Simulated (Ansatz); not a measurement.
`O[CH2][ZnH]` + NH₃ → `N[CH2][ZnH]` + H₂O  (substitution at a C–O bond)

Isolated molecules relaxed with PBE0-D4/def2-TZVP in Ansatz; ΔE leaves out vibrations. CBS: MP2 limit from def2 TZ/QZ plus the TZ coupled-cluster correction, frozen cores. This one scheme is used for every species. Functionals use def2-TZVPP. For Zn outer-core shells are correlated without core-valence functions, which leaves a few kJ/mol of doubt a bond. Scalar relativity is left out up to krypton. Each species was taken in one conformer, which may not be the lowest.

```csv
level,ΔE (kJ/mol),difference from CCSD(T)/CBS
revPBE-D4,-17.6,6.5
BLYP-D4,-12.6,11.5
B97M-V,-13.4,10.7
CAM-B3LYP-D4,-17.0,7.1
ωB97X-V,-18.2,5.9
ωB97M-V,-19.1,5.0
r2SCAN,-15.2,8.9
r2SCAN0,-19.4,4.7
BHLYP,-17.2,6.9
CAM-B3LYP,-15.7,8.4
RPA@PBE/def2-TZVPP,-20.0,4.1
CCSD/def2-SVP,-23.0,1.1
CCSD(T)/def2-SVP,-22.7,1.4
SCS-MP2/def2-TZVPP,-22.9,1.2
CCSD(T)/def2-TZVPP,-22.1,2.0
CCSD/CBS(def2),-24.2,-0.1
CCSD(T)/CBS,-24.1,0
```

(1) What do rigid-rotor, harmonic-oscillator terms from PBE0-D4/def2-TZVP frequencies (298.15 K, 1 bar) make of the CCSD(T)/CBS value? (Best estimate.)

Largest T1 diagnostic among the species: 0.014.

Answers

(1) Ansatz gave: ΔZPE = -0.4 kJ/mol, ΔH = -24.4 kJ/mol, ΔS = -3 J/(mol·K), ΔG = -23.5 kJ/mol.

From PBE to PBE0 (25 % exact exchange), in def2-TZVPP and without D4, ΔE moves by −4.6 kJ/mol. Leaving LDA and LC-ωPBE aside and taking each functional with its dispersion term where it has one, the values, not all of them listed here, spread over 11.2 kJ/mol, from PBE-QIDH to BLYP-D4. LDA lies −4.4 kJ/mol from PBE without D4. In def2-TZVPP, CCSD(T) changes the Hartree–Fock value by −4.5 kJ/mol (the triples alone add +0.1 kJ/mol) and MP2 by −8.8 kJ/mol.
